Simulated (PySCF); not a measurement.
These are PBE0-D3(BJ)/def2-SVP // B3LYP-D3(BJ)/def2-SVP in PySCF 2.14.0 values and carry that method's errors. Isolated molecules, 0 K electronic values unless said otherwise. Delta-SCF ions had no search for a lower state. Excitations are Tamm–Dancoff values on a coarser integration grid. The basis has no diffuse functions, so Rydberg states are missing or too high.

Reference species: [4]prismane cage Si8H8 `[SiH]12[SiH]3[SiH]4[SiH]1[SiH]1[SiH]2[SiH]3[SiH]41` (neutral, multiplicity 1).

The HOMO is -6.38 eV and the S1 excitation (TDA) is 3.45 eV. The vertical ionisation energy (Delta-SCF) is 7.83 eV.

After one change: the HOMO falls by 0.03 eV; the S1 excitation (TDA) rises by 0.04 eV; the vertical ionisation energy (Delta-SCF) falls by 0.16 eV.

Problem. Which change was made? The new species is one of these.
A. [5]prismane cage Si10H10 `[SiH]12[SiH]3[SiH]4[SiH]1[SiH]1[SiH]2[SiH]2[SiH]3[SiH]4[SiH]12`
B. [3]prismane cage Si6H6 `[SiH]12[SiH]3[SiH]1[SiH]1[SiH]2[SiH]31`
C. [6]prismane cage Si12H12 `[SiH]12[SiH]3[SiH]4[SiH]1[SiH]1[SiH]4[SiH]4[SiH]5[SiH]3[SiH]2[SiH]5[SiH]14`

Solution. C, [6]prismane cage Si12H12 `[SiH]12[SiH]3[SiH]4[SiH]1[SiH]1[SiH]4[SiH]4[SiH]5[SiH]3[SiH]2[SiH]5[SiH]14`
